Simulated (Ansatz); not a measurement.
Ansatz results at the PBE0-D4/def2-TZVP geometry: HOMO energy (PBE0/def2-TZVPP) -8.05 eV; size of the dipole moment (PBE/def2-TZVPP) 1.43 D; LUMO energy (B3LYP/def2-TZVPP) -0.90 eV.

Each molecule was computed in one conformer, which needn't be the lowest.

Q: Which molecule gave them?
A. `CCCBS`
B. `[OH][AlH][SiH2]O`
C. `CBCSC`
D. `C/C=[C](/F)[ZnH]`

A: A. The others give `[OH][AlH][SiH2]O`: -7.12, 1.49, -1.65; `CBCSC`: -6.22, 1.11, -1.05; `C/C=[C](/F)[ZnH]`: -7.02, 1.50, -1.18.

B3LYP here is the variant with VWN-RPA as its local correlation; programs differ in this.
